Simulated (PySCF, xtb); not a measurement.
H₄N, charge +1. Atoms are numbered in the order given.

```xyz
5

N      0.0000     0.0000     0.0000
H      0.5912    -0.5912     0.5912
H     -0.5912    -0.5912    -0.5912
H     -0.5912     0.5912     0.5912
H      0.5912     0.5912    -0.5912
```
Charge +1, spin multiplicity 1.

The structure is a stationary point at r2SCAN-D4/def2-TZVPD. The isomer is the one that the SMILES or the coordinates give; other isomers of the formula were not compared.

These are C-PCM-PBE0/def2-TZVPD (PySCF 2.14.0) values and carry that method's errors.

The values are the electrostatic part of the solvation free energy, E(continuum) − E(gas) at the gas-phase geometry, in a cavity of scaled van der Waals radii (PySCF's table); cavitation and dispersion terms are not included. In vacuum the orbital gap is 16.78 eV.

| solvent | ε | ΔG(elec) (kcal/mol) | gap (eV) |
|---|---|---|---|
| water | 78.36 | -81.9 | 15.85 |
| n-hexane | 1.88 | -38.8 | 16.39 |
| N,N-dimethylformamide | 37.22 | … | … |

### Question
Fill in the missing entries. (Estimate from the structure and the level; the computed values follow.)

### Answer

- N,N-dimethylformamide, ΔG(elec) (kcal/mol): -80.7
- N,N-dimethylformamide, gap (eV): 15.87

For comparison, GFN2-xTB/ALPB(water) (xtb, at the GFN2-xTB geometry, all terms of that model) gives -86.4 kcal/mol.
